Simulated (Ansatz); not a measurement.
AlH₅Se, SMILES `[AlH3-][SeH2+]`, relaxed with RKS PBE0-D4/def2-TZVP in Ansatz from a PBE-D4/def2-SVP geometry. The force threshold is 0.005 eV/Å; the program also tests the step.

Total charge 0; spin multiplicity 1.

Start:

```xyz
7

Al   -0.796    0.545   -0.654
Se    0.565   -0.664    1.318
H    -2.018   -0.503   -0.639
H    -0.966    1.934    0.142
H     0.294    0.454   -1.835
H     1.072   -1.826    0.541
H     1.849    0.060    1.128
```

```
step  energy (eV)  largest force (eV/Å)  largest move (Å)
   1  -72016.7295                 0.384             0.000
   2  -72016.7403                 0.058             0.031
   3  -72016.7406                 0.013             0.013
   4  -72016.7407                 0.006             0.004
   5  -72016.7407                 0.001             0.007
```

End:

```xyz
7

Al   -0.790    0.540   -0.646
Se    0.568   -0.660    1.311
H    -1.998   -0.503   -0.634
H    -0.960    1.921    0.136
H     0.294    0.446   -1.812
H     1.052   -1.803    0.525
H     1.834    0.059    1.121
```

Run time 8 s (2 threads of a server CPU on a shared host); peak host memory 0.23 GiB.
